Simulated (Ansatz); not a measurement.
Reaction (ligand exchange at a B–N bond): `BN[SiH2]OC` + `CBS` → `BSBC` + `CO[SiH2]N`

Calculated with Ansatz (gas phase, PBE0-D4/def2-TZVP geometries, no zero-point term in ΔE). CCSD(T)/CBS is the MP2 limit (def2-TZVPP, def2-QZVPP) plus CCSD(T) − MP2 in def2-TZVPP, frozen cores. This one scheme is used for every species. DFT in def2-TZVPP. One conformer a species, not always the lowest.

```
        level  ΔE (kJ/mol)
          PBE         60.9
       r2SCAN         61.6
HF/def2-QZVPP         65.1
 HF/CBS(def2)         65.1
```

What does CCSD(T)/CBS give? (Estimate.)

Ansatz gave: +60.5 kJ/mol. The listed levels differ from it by 0.4, 1.1, 4.6, 4.6 kJ/mol.

Largest T1 diagnostic among the species: 0.013.
